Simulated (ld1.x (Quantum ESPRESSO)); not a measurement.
# Transferability test, PAW potential for chlorine (Cl)

ld1.x (Quantum ESPRESSO) 7.5 input, shortened:

```
&input
   title='Cl', zed=17., rel=1, dft='PW91', iswitch=3,
   config='[Ne] 3s2 3p4'
 /
 &inputp
   pseudotype=3, lpaw=.true., tm=.true., lloc=-1, rcloc=0.60,
   nlcc=.true., new_core_ps=.true., rcore=0.70,
   which_augfun='BESSEL', rmatch_augfun=0.55
 /
4
2S  1  0   2.00   0.00  0.65  0.70  0.0
3S  2  0   2.00   0.00  0.65  0.70  0.0
2P  2  1   6.00   0.00  0.60  0.70  0.0
3P  3  1   4.00   0.00  0.60  0.70  0.0
 &test
   configts(1)='2s2 2p6 3s2 3p4'
 /
```

Energies are relative to the spin-unpolarised reference configuration 2s2 2p6 3s2 3p4; without spin polarisation the order of configurations can differ from experiment.

```
valence configuration  charge  ΔE all-electron (eV)  error AE − PS (meV)
      2s2 2p6 3s2 3p5       0               -13.932                 -0.1
      2s2 2p6 3s2 3p3      +2                25.513                  0.0
      2s2 2p6 3s1 3p6       0                -1.782                 -0.4
      2s2 2p6 3s1 3p5      +1                12.704                 -0.2
      2s1 2p6 3s2 3p5      +1               255.531                  -14
```

Question: What are ΔE and the potential's error for 2s2 2p6 3s2 3p2?

Answer: ΔE = 63.898 eV all-electron; the error (AE − PS) is -0.3 meV.

Question: What are ΔE and the potential's error for 2s2 2p6 3s2 3p5.3?

Answer: ΔE = -16.085 eV all-electron; the error (AE − PS) is -0.1 meV.

Levels in the configuration 2s2 2p6 3s1 3p6:

```
level  all-electron (eV)  pseudo (eV)
   2s           -254.145     -254.131
   2p           -193.186     -193.170
   3s            -21.395      -21.394
   3p             -9.190       -9.189
```
